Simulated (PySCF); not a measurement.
**Two-component Hartree-Fock for Sn⁻ (tin, charge -1)**

Start: [Kr] 4d10 5s2 5p3; 5p1/2 filled at m_j = -1/2, +1/2; 5p3/2 filled at m_j = +3/2. Calculated with PySCF 2.14 in x2c-TZVPPall-2c with one added diffuse shell each of s, p, d, f type (9s10p6d3f, 90 functions): generalised Hartree-Fock with the X2C-1e Hamiltonian and a Gaussian nucleus; spin-orbit coupling (SO) screened by Boettger's factors.

| spinor shell | electrons | ε, screened SO (eV) | weight of nominal j (screened SO) | rms radius, screened SO (bohr) |
| --- | --- | --- | --- | --- |
| 1s1/2 | 2 | -29338.1 | 1.000 | 0.0333 |
| 2s1/2 | 2 | -4516.3 | 1.000 | 0.136 |
| 2p1/2 | 2 | -4207.3 | 1.000 | 0.118 |
| 2p3/2 | 4 | -3974.4 | 1.000 | 0.123 |
| 3s1/2 | 2 | -906.31 | 1.000 | 0.361 |
| 3p1/2 | 2 | -779.37 | 1.000 | 0.354 |
| 3p3/2 | 4 | -735.39 | 1.000 | 0.366 |
| 3d3/2 | 4 | -512.91 | 1.000 | 0.340 |
| 4s1/2 | 2 | -153.68 | 1.000 | 0.874 |
| 4p1/2 | 2 | -109.31 | 1.000 | 0.930 |
| 4p3/2 | 4 | -101.31 | 1.000 | 0.960 |
| 4d3/2 | 4 | -29.964 | 0.996 | 1.18 |
| 4d5/2 | 6 | -28.804 | 0.997 | 1.19 |
| 5s1/2 | 2 | -8.001 | 1.000 | 2.78 |
| 5p1/2 | 2 | -1.682 | 0.567 | 4.01 |
| 5p3/2 | 1 | -1.400 | 1.000 | 4.17 |

Where does 3d5/2 lie, and what is the 3d spin-orbit splitting (screened SO)?

At -504.03 eV, 8.877 eV above 3d3/2.

| quantity | screened SO |
| --- | --- |
| E (hartree) | -6174.54739 |
| M_J | 3/2 |
| ⟨J²⟩ | 3.756 |
| ⟨L²⟩ | 0.043 |
| ⟨S²⟩ | 3.739 |

Each row is a mean over spinors that exchange with the open shell spreads, by up to 4.472 eV (5s1/2).

Rows whose weight is well below 1 are mixtures of j = l ± 1/2: exchange outweighs spin-orbit coupling there, and the label is only the starting occupation.

Breit and QED terms are absent; they matter most for the inner s and p1/2 levels.

Densities and radii are taken from the X2C orbitals without a picture-change correction, which distorts them close to the nucleus.
